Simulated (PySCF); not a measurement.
**Ionisation energy of Sn by level of theory**

Sn [Kr] 4d10 5s2 5p2 [5p1/2^2, M_J = 0] → Sn⁺ [Kr] 4d10 5s2 5p1 [5p1/2^1, M_J = 1/2], as a difference of total energies. Calculation: PySCF 2.14, in x2c-SVPall-2c with one added diffuse shell each of s, p type (7s9p4d, 54 functions); the two-component X2C-1e Hamiltonian. Correlated levels: [Ar] 3d10 frozen; the 6 highest virtual spinors dropped. "Screened" scales the spin-orbit matrix elements by Boettger's factors to mimic the two-electron term; Breit and QED terms are absent.

| method | ionisation energy (eV) | error (eV) |
| --- | --- | --- |
| GHF (spin-free) | 6.793 | -0.551 |
| GMP2 (spin-free) | 7.142 | -0.202 |
| GHF (screened spin-orbit) | 6.646 | -0.698 |
| GMP2 (screened spin-orbit) | 6.998 | -0.346 |

Reference: 7.344 eV (measured; NIST Atomic Spectra Database, ionization energies).

The spin-free rows relax to the high-spin LS determinant and lack the spin-orbit shift.

Errors of the correlated levels include the incompleteness of this basis and the frozen core.

The labels give the starting determinants; with spin-orbit coupling the two ends relaxed to ⟨J²⟩ = 1.38, ⟨L²⟩ = 2.00, ⟨S²⟩ = 1.96 and ⟨J²⟩ = 0.78, ⟨L²⟩ = 2.05, ⟨S²⟩ = 0.78.

The determinant of Sn mixes levels of different J (the jj label is only the starting occupation), so the difference between spin-free and spin-orbit rows is not the physical spin-orbit shift.
